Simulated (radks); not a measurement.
Q: Zn III, configuration [Ar] 3d10. All-electron calculation, scalar-relativistic Kohn-Sham, LB94 model potential, spin-polarised, spherical densities, finite nucleus; Fermi nuclear charge, rms radius 3.9283 fm. Program: a radial shooting solver on a logarithmic mesh with Libxc functionals. Some entries of the table are withheld. Estimate them.

orbital,occ.,eigenvalue (hartree),r(max) (bohr),<r> (bohr)
1s,2,-353.9621,0.03290,(1)
2s,2,-44.27878,(2),0.2255
2p,6,(3),(4),0.1974
3s,2,-5.84262,(5),0.6842
3p,6,(6),0.5929,0.7160
3d,10,-1.49620,0.5630,0.8681

A: 
(1) 1s <r> (bohr): 0.05019
(2) 2s r(max) (bohr): 0.1892
(3) 2p eigenvalue (hartree): -38.63984
(4) 2p r(max) (bohr): 0.1518
(5) 3s r(max) (bohr): 0.5889
(6) 3p eigenvalue (hartree): -4.17558
